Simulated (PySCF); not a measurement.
H4Si2, singlet, geometry from GFN2-xTB, with bond 4-3 at 1.6 times its length; HF/6-31G in PySCF.

The PySCF input:
```python
from pyscf import gto, scf

mol = gto.M(
    atom='''
Si   -0.288906    0.946481    0.771451
H     0.382608    2.122327    0.129654
Si    0.207329   -0.807678   -0.597427
H     1.469707   -0.893479   -2.587084
H    -1.091687   -1.388386   -0.989240
H     0.854851   -1.815878    0.264216
''',
    basis='6-31g',
    charge=0,
    spin=0,
    verbose=4,
)

mf = scf.RHF(mol)
mf.damp = 0.5
mf.diis_start_cycle = 5
mf.kernel()
```

The log (banner, timings and long lists left out):

```
PySCF version 2.14.0

[INPUT] verbose = 4
[INPUT] num. atoms = 6
[INPUT] num. electrons = 32
[INPUT] charge = 0
[INPUT] spin (= nelec alpha-beta = 2S) = 0
[INPUT] symmetry False subgroup None
[INPUT] Mole.unit = angstrom
[INPUT] Symbol           X                Y                Z      unit          X                Y                Z       unit  Magmom
[INPUT]  1 Si    -0.288906000000   0.946481000000   0.771451000000 AA   -0.545953215744   1.788589872104   1.457831108522 Bohr   0.0
[INPUT]  2 H      0.382608000000   2.122327000000   0.129654000000 AA    0.723024333068   4.010616776770   0.245010550954 Bohr   0.0
[INPUT]  3 Si     0.207329000000  -0.807678000000  -0.597427000000 AA    0.391795027680  -1.526290216836  -1.128973409421 Bohr   0.0
[INPUT]  4 H      1.469707000000  -0.893479000000  -2.587084000000 AA    2.777343713356  -1.688430608050  -4.888880221244 Bohr   0.0
[INPUT]  5 H     -1.091687000000  -1.388386000000  -0.989240000000 AA   -2.062989443748  -2.623669295180  -1.869392671465 Bohr   0.0
[INPUT]  6 H      0.854851000000  -1.815878000000   0.264216000000 AA    1.615434267311  -3.431512095623   0.499295877728 Bohr   0.0

nuclear repulsion = 73.6789818569357
number of shells = 22
number of NR pGTOs = 108
number of NR cGTOs = 34
basis = 6-31g
ecp = {}

******** <class 'pyscf.scf.hf.RHF'> ********
method = RHF
initial guess = minao
damping factor = 0.5
level_shift factor = 0
DIIS = <class 'pyscf.scf.diis.CDIIS'>
diis_start_cycle = 5
diis_space = 8
diis_damp = 0
SCF conv_tol = 1e-09
SCF conv_tol_grad = None
SCF max_cycles = 50
direct_scf = True
direct_scf_tol = 1e-13
Set gradient conv threshold to 3.16228e-05
Initial guess from minao.
init E= -579.553374773899
  HOMO = -0.185329112373807  LUMO = -0.0745172751085201  gap/eV = 3.01534
cycle= 1 E= -579.878641640799  delta_E= -0.325  |g|= 0.214  |ddm|= 1.98
  HOMO = -0.253858060884698  LUMO = -0.0701938633739656  gap/eV = 4.99776
cycle= 2 E= -579.905542788747  delta_E= -0.0269  |g|= 0.0951  |ddm|= 0.366
  HOMO = -0.284289202132101  LUMO = -0.0525458171213096  gap/eV = 6.30606
cycle= 3 E= -579.910544464368  delta_E= -0.005  |g|= 0.0558  |ddm|= 0.145
  HOMO = -0.299166824895503  LUMO = -0.0397823010166762  gap/eV = 7.05821
cycle= 4 E= -579.912307213994  delta_E= -0.00176  |g|= 0.0355  |ddm|= 0.0859
  HOMO = -0.313789033998925  LUMO = -0.0242248053945624  gap/eV = 7.87944
cycle= 5 E= -579.913482329205  delta_E= -0.00118  |g|= 0.012  |ddm|= 0.111
  HOMO = -0.313943519815231  LUMO = -0.0218457377196049  gap/eV = 7.94839
cycle= 6 E= -579.913642559934  delta_E= -0.00016  |g|= 0.00463  |ddm|= 0.0403
  HOMO = -0.314800256223163  LUMO = -0.0219296808651361  gap/eV = 7.96941
cycle= 7 E= -579.91367368697  delta_E= -3.11e-05  |g|= 0.00068  |ddm|= 0.0238
  HOMO = -0.314742793722208  LUMO = -0.021682063752563  gap/eV = 7.97459
cycle= 8 E= -579.913674308562  delta_E= -6.22e-07  |g|= 0.000239  |ddm|= 0.00279
  HOMO = -0.314802591862381  LUMO = -0.0217153761114495  gap/eV = 7.97531
cycle= 9 E= -579.913674391587  delta_E= -8.3e-08  |g|= 4.18e-05  |ddm|= 0.00137
  HOMO = -0.314803136703477  LUMO = -0.0217154643614683  gap/eV = 7.97532
cycle= 10 E= -579.913674393822  delta_E= -2.24e-09  |g|= 1.22e-05  |ddm|= 0.000225
  HOMO = -0.314802137103349  LUMO = -0.0217114726679715  gap/eV = 7.97540
cycle= 11 E= -579.913674394018  delta_E= -1.96e-10  |g|= 1.91e-06  |ddm|= 8.48e-05
  HOMO = -0.314802319998479  LUMO = -0.0217119237726666  gap/eV = 7.97540
Extra cycle  E= -579.913674394023  delta_E= -4.21e-12  |g|= 7.55e-07  |ddm|= 6.97e-06
converged SCF energy = -579.913674394023
```
